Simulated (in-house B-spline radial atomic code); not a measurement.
The outermost shell (largest non-relativistic mean radius) with and without relativity; Dirac values are averaged over j. Computed with a radial B-spline atomic code at the basis-set limit: non-relativistic Hartree-Fock and Dirac-Hartree-Fock, averages of the configuration (point nuclei without relativity, finite nuclei with it).

| ion | configuration | outermost shell | radius non-relativistic (bohr) | radius Dirac (bohr) | radius change (%) | level non-relativistic (eV) | level Dirac (eV) | spin-orbit splitting (eV) |
| --- | --- | --- | --- | --- | --- | --- | --- | --- |
| Lu2+ | [Xe] 4f14 6s1 | 6s | 3.4048 | 3.1905 | -6.2938 | -18.737 | -20.011 | - |
| Hf2+ | [Xe] 4f14 5d2 | 5d | 2.0615 | 2.1161 | 2.6512 | -22.008 | -21.152 | 0.40899 |
| Ta2+ | [Xe] 4f14 5d3 | 5d | 1.9326 | 1.9787 | 2.3848 | -23.882 | -22.975 | 0.56005 |
| W2+ | [Xe] 4f14 5d4 | ? | ? | ? | ? | ? | ? | ? |
| Re2+ | [Xe] 4f14 5d5 | 5d | 1.7325 | 1.7672 | 2.0015 | -27.530 | -26.521 | 0.90843 |
| Os2+ | [Xe] 4f14 5d6 | 5d | 1.6519 | 1.6826 | 1.8579 | -29.331 | -28.27 | 1.1072 |
| Ir2+ | [Xe] 4f14 5d7 | ? | ? | ? | ? | ? | ? | ? |
| Pt2+ | [Xe] 4f14 5d8 | 5d | 1.5166 | 1.5413 | 1.63 | -32.926 | -31.756 | 1.5575 |
| Au2+ | [Xe] 4f14 5d9 | ? | ? | ? | ? | ? | ? | ? |
| Hg2+ | [Xe] 4f14 5d10 | 5d | 1.4066 | 1.427 | 1.4539 | -36.538 | -35.253 | 2.0836 |

(1) Fill in the row of W2+.

(2) Fill in the row of Ir2+.

(3) Fill in the row of Au2+.

(4) Which member changes most?

Results:

(1) outermost shell: 5d; radius non-relativistic (bohr): 1.8249; radius Dirac (bohr): 1.8645; radius change (%): 2.1735; level non-relativistic (eV): -25.717; level Dirac (eV): -24.76; spin-orbit splitting (eV): 0.7263.

(2) outermost shell: 5d; radius non-relativistic (bohr): 1.5805; radius Dirac (bohr): 1.6079; radius change (%): 1.7358; level non-relativistic (eV): -31.128; level Dirac (eV): -30.013; spin-orbit splitting (eV): 1.3233.

(3) outermost shell: 5d; radius non-relativistic (bohr): 1.4588; radius Dirac (bohr): 1.4813; radius change (%): 1.5371; level non-relativistic (eV): -34.728; level Dirac (eV): -33.502; spin-orbit splitting (eV): 1.8106.

(4) Lutetium (Lu2+): its 6s shell contracts by 6.3 %.
